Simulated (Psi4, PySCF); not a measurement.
The Psi4 input:
```
memory 2 GB

molecule {
0 2
  Si    0.30534902    0.30108305    0.30322167
  Cl   -0.85134863   -0.87589088    1.47732074
  Cl    1.47133362   -0.85554212   -0.88186222
  Cl   -0.87144888    1.48348225   -0.84517049
}

set basis def2-svp
set reference uks
set scf_type pk
set puream true
set d_convergence 1e-8
set dft_radial_points 99
set dft_spherical_points 590

energy('b3lyp5')
print_variables()
```

**Question.** Give the equivalent PySCF input.

**Answer.** Several could match; the one computed here: 
```python
from pyscf import gto, scf, dft

mol = gto.Mole()
mol.atom = '''
    Si    0.305349    0.301083    0.303222
    Cl   -0.851349   -0.875891    1.477321
    Cl    1.471334   -0.855542   -0.881862
    Cl   -0.871449    1.483482   -0.845170
'''
mol.basis = 'def2-svp'
mol.charge = 0
mol.spin = 1
mol.verbose = 3
mol.build()

mf = dft.UKS(mol)
mf.xc = 'b3lyp5'
mf.grids.atom_grid = (99, 590)
mf.grids.prune = None
mf.kernel()
```

Both were run: Psi4 gave -1669.469369 Eh and PySCF -1669.469362 Eh, 0.006 mEh apart.
